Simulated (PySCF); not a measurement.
A series of related molecules.

All values: wB97X-D/def2-SVPD (PySCF) at PBE0-D3(BJ)/def2-SVP geometries, gas phase, one conformer each. Core orbitals are frozen in the response; Δα² is half the sum of the squared differences of the principal polarisabilities. The calculation is non-relativistic, for arsenic too.

(1) Rank by polarisability anisotropy Δα, highest first.
A. Al(PH3)H3 (`[H][Al]([H])([H])<-[PH3]`)
B. Al(CO)H3 (`[H][Al]([H])([H])<-[C-]#[O+]`)
C. Al(H2O)H3 (`[H][Al]([H])([H])<-[OH2]`)
D. Al(H2S)H3 (`[H][Al]([H])([H])<-[SH2]`)
E. Al(NH3)H3 (`[H][Al]([H])([H])<-[NH3]`)
F. Al(AsH3)H3 (`[H][Al]([H])([H])<-[AsH3]`)

(2) Rank by mean static polarisability, lowest first.
A. Al(NH3)H3, `[H][Al]([H])([H])<-[NH3]`
B. Al(H2S)H3, `[H][Al]([H])([H])<-[SH2]`
C. Al(H2O)H3, `[H][Al]([H])([H])<-[OH2]`
D. Al(AsH3)H3, `[H][Al]([H])([H])<-[AsH3]`
E. Al(CO)H3, `[H][Al]([H])([H])<-[C-]#[O+]`
F. Al(PH3)H3, `[H][Al]([H])([H])<-[PH3]`

(3) Rank by dipole moment, lowest first.
A. Al(PH3)H3, `[H][Al]([H])([H])<-[PH3]`
B. Al(CO)H3, `[H][Al]([H])([H])<-[C-]#[O+]`
C. Al(AsH3)H3, `[H][Al]([H])([H])<-[AsH3]`
D. Al(NH3)H3, `[H][Al]([H])([H])<-[NH3]`
E. Al(H2S)H3, `[H][Al]([H])([H])<-[SH2]`
F. Al(H2O)H3, `[H][Al]([H])([H])<-[OH2]`

Answers

(1) F (2.92 Å³), A (2.47 Å³), B (2.17 Å³), D (1.68 Å³), C (0.36 Å³), E (0.09 Å³).

(2) C (6.22 Å³), A (6.85 Å³), E (7.30 Å³), B (8.56 Å³), F (9.53 Å³), D (10.30 Å³).

(3) B (2.07 D), E (3.59 D), C (3.92 D), A (4.25 D), F (4.79 D), D (5.44 D).

All values together:

| SMILES | change | formula | μ (D) | HOMO (eV) | LUMO (eV) | α (Å³) | Δα (Å³) | electrons | α per electron (Å³) | ΔSCF removal energy (eV) |
| --- | --- | --- | --- | --- | --- | --- | --- | --- | --- | --- |
| [H][Al]([H])([H])<-[NH3] | parent | AlH6N | 5.44 | -9.34 | 1.14 | 6.85 | 0.09 | 26 | 0.263 | – |
| [H][Al]([H])([H])<-[SH2] | donor: NH3 to H2S | AlH5S | 3.59 | -9.74 | 0.89 | 8.56 | 1.68 | 34 | 0.252 | – |
| [H][Al]([H])([H])<-[C-]#[O+] | donor: NH3 to CO | CH3AlO | 2.07 | -10.19 | -0.49 | 7.30 | 2.17 | 30 | 0.243 | – |
| [H][Al]([H])([H])<-[OH2] | donor: NH3 to H2O | AlH5O | 4.79 | -9.44 | 0.72 | 6.22 | 0.36 | 26 | 0.239 | – |
| [H][Al]([H])([H])<-[NH2]C | donor: NH3 to NH2Me | CH8AlN | 5.43 | -9.31 | 1.37 | 8.49 | 0.98 | 34 | 0.250 | – |
| [H][Al]([H])([H])<-[AsH3] | donor: NH3 to AsH3 | AlAsH6 | 3.92 | -9.77 | 1.11 | 10.30 | 2.92 | 52 | 0.198 | – |
| [H][Al]([H])([H])<-[PH3] | donor: NH3 to PH3 | AlH6P | 4.25 | -9.70 | 1.36 | 9.53 | 2.47 | 34 | 0.280 | 10.20 |

A dash marks a removal energy that wasn't run or isn't settled.

Task: Give the shifts from the parent, `[H][Al]([H])([H])<-[NH3]`.

Result: 
| SMILES | change in μ (D) | change in HOMO (eV) | change in LUMO (eV) | change in mean α (Å³) |
| --- | --- | --- | --- | --- |
| [H][Al]([H])([H])<-[SH2] | -1.85 | -0.40 | -0.25 | +1.71 |
| [H][Al]([H])([H])<-[C-]#[O+] | -3.37 | -0.85 | -1.63 | +0.45 |
| [H][Al]([H])([H])<-[OH2] | -0.65 | -0.10 | -0.42 | -0.63 |
| [H][Al]([H])([H])<-[NH2]C | -0.01 | +0.03 | +0.23 | +1.64 |
| [H][Al]([H])([H])<-[AsH3] | -1.52 | -0.43 | -0.03 | +3.45 |
| [H][Al]([H])([H])<-[PH3] | -1.19 | -0.36 | +0.22 | +2.68 |

Task: How closely does the mean polarisability follow the number of electrons in this set?

Result: The correlation coefficient is 0.87; α per electron runs from 0.198 to 0.280 Å³.
